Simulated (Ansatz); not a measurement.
Ansatz results at the PBE0-D4/def2-TZVP geometry: HOMO energy (B3LYP/def2-TZVPP) -5.97 eV; HOMO–LUMO gap (PBE/def2-TZVPP) 4.21 eV; HOMO–LUMO gap (PBE0/def2-TZVPP) 6.12 eV.

Each molecule was computed in one conformer, which needn't be the lowest.

**Question.** Which molecule gave them?
A. `C#CC1(C#C)CC1`
B. `c1nncs1`
C. `Cl[C@H](Br)[C@H](Cl)Br`
D. `Cc1ccc(O)cc1C`

**Answer.** D. The others give `C#CC1(C#C)CC1`: -6.87, 5.41, 7.53; `c1nncs1`: -7.59, 4.11, 6.60; `Cl[C@H](Br)[C@H](Cl)Br`: -7.78, 4.69, 6.99.

B3LYP here is the variant with VWN-RPA as its local correlation; programs differ in this.
